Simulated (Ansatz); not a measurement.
`CC(C)[NH][Sn]([F])([F])[NH]C(C)C`, relaxed with RKS PBE0-D4/def2-TZVP in Ansatz from a PBE-D4/def2-SVP geometry. The force threshold is 0.005 eV/Å; the program also tests the step.

Charge 0, multiplicity 1. Sn takes the def2 core potential.

Start:

```xyz
27

C     0.143   -2.280   -0.029
C    -0.634   -1.700    1.154
C    -1.151   -2.798    2.090
N    -1.786   -0.933    0.657
Sn   -1.611    0.344   -0.915
F    -2.879    1.784   -0.491
F    -2.355   -0.491   -2.517
N     0.208    1.017   -1.592
C     0.849    2.140   -0.885
C     0.980    1.794    0.599
C     2.216    2.401   -1.526
H     1.005   -2.883    0.318
H     0.548   -1.472   -0.678
H    -0.515   -2.930   -0.642
H     0.071   -1.057    1.741
H    -1.831   -3.481    1.542
H    -1.715   -2.365    2.942
H    -0.310   -3.388    2.509
H    -2.340   -0.502    1.407
H     0.129    1.200   -2.603
H     0.250    3.082   -0.964
H    -0.013    1.598    1.061
H     1.604    0.886    0.735
H     1.440    2.627    1.165
H     2.111    2.663   -2.599
H     2.733    3.244   -1.024
H     2.855    1.497   -1.454
```

(1) By how much does the energy fall, and how many steps does the optimiser take? (Estimate.)

(2) Which bonds change most? (Estimate.)

(3) Give the relaxed structure. (An estimate is asked.)

## Answers

(1) The calculation gave: 18.28 kJ/mol, in 14 steps.

(2) Computed: Sn5–N8 from 2.055 to 1.996 Å; N4–Sn5 from 2.033 to 1.984 Å; Sn5–F6 from 1.964 to 1.920 Å; Sn5–F7 from 1.954 to 1.911 Å.

(3) Computed: 
```xyz
27

C     0.088   -2.383   -0.111
C    -0.568   -1.746    1.099
C    -1.090   -2.798    2.064
N    -1.685   -0.911    0.668
Sn   -1.569    0.350   -0.859
F    -2.829    1.718   -0.383
F    -2.295   -0.466   -2.428
N     0.160    1.071   -1.547
C     0.831    2.199   -0.903
C     0.840    1.998    0.600
C     2.244    2.308   -1.452
H     0.905   -3.040    0.195
H     0.517   -1.629   -0.781
H    -0.642   -2.973   -0.672
H     0.196   -1.152    1.626
H    -1.826   -3.433    1.567
H    -1.569   -2.333    2.930
H    -0.273   -3.424    2.430
H    -2.214   -0.526    1.439
H     0.135    1.168   -2.555
H     0.309    3.145   -1.113
H    -0.175    1.990    1.014
H     1.330    1.055    0.857
H     1.375    2.810    1.096
H     2.233    2.442   -2.537
H     2.765    3.163   -1.015
H     2.808    1.399   -1.228
```
